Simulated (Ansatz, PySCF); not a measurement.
Reaction (SMILES): OBO + H+ -> OB[OH2+]
Geometries: B3LYP-D3(BJ)/def2-TZVP minima from Ansatz (a program for electronic structure), one conformer each, not searched for the lowest. Frequencies are from Ansatz.

Wanted: proton affinity (0 K, with B3LYP-D3(BJ) harmonic zero-point energies), positive where the reaction releases energy, in kcal/mol. Correlated levels leave the core frozen unless marked. Spin-orbit coupling is left out. No relativistic terms. CBS(X,Y): correlation extrapolated as X^-3; Hartree-Fock from the larger set.

CCSD(T)/CBS(cc-pVTZ,cc-pVQZ) (Ansatz) gives 173.5 kcal/mol.

Another calculation gave 167.2 kcal/mol. Which level was it?
A. SVWN5/def2-TZVPD (Ansatz)
B. PBE0/def2-TZVPD (Ansatz)
C. HF/def2-TZVPD (PySCF)

A, SVWN5/def2-TZVPD (Ansatz). The others give 173.7 (PBE0), 177.7 (HF) kcal/mol.
